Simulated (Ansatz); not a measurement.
Basis-set series for CH6Cl2GeSi, SMILES `C[Si](Cl)(Cl)[GeH3]`. Charge 0, multiplicity 1. Geometry: relaxed with PBE0-D4/def2-TZVP.

```
functional       basis  functions  energy (Eh)  HOMO (eV)  LUMO (eV)
   PBE0-D4    def2-SVP        130  -3327.33364      -7.94       0.18
   PBE0-D4  def2-TZVPP        289  -3328.06352      -8.01      -0.06
   ωB97M-V    def2-SVP        130  -3327.84672      -9.93       2.10
   ωB97M-V  def2-TZVPP        289  -3328.57605     -10.04       1.80
```

Problem. Give the rows for def2-QZVPP. (Best estimate.)

Solution. Ansatz gave: 
```
functional       basis  functions  energy (Eh)  HOMO (eV)  LUMO (eV)
   PBE0-D4  def2-QZVPP        536  -3328.14751      -8.03      -0.17
   ωB97M-V  def2-QZVPP        536  -3328.65724     -10.06       1.44
```

Positive LUMOs are unbound and depend on the basis. Scalar relativity is left out up to krypton.
